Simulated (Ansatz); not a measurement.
The cluster Ti2Si. Charge 0, multiplicity 5. Geometry PBE0-D4/def2-TZVP; atoms count from 1.

```xyz
3

Ti   -0.0760    0.6484   -1.2697
Ti    0.6940   -1.2304    0.2070
Si   -0.6180    0.5821    1.0627
```

The charge 0 quintet is spin-contaminated (final ⟨S²⟩ up to 6.31, 6.00 for a pure state). The structure comes from a short search, and lower isomers may exist.

(1) Estimate the Mulliken populations from the PBE0/def2-TZVP orbitals of Ansatz.

(2) Where does the spin sit?

(3) And the Mayer bond orders between heavy atoms (over 0.3)?

## Answers

(1) 
| atom | charge (e) | spin (α − β) | d electrons |
| --- | --- | --- | --- |
| Ti1 | 0.25 | 2.33 | 2.69 |
| Ti2 | 0.25 | 2.33 | 2.69 |
| Si3 | -0.51 | -0.66 | – |
Mulliken values depend strongly on the basis.

(2) Summed by element: Ti 4.66, Si -0.66, of 4 unpaired in all. Largest on single atoms: Ti1 2.33, Ti2 2.33, Si3 -0.66.

(3) Ti1–Ti2 1.57 (2.51 Å); Ti1–Si3 1.50 (2.40 Å); Ti2–Si3 1.50 (2.40 Å).
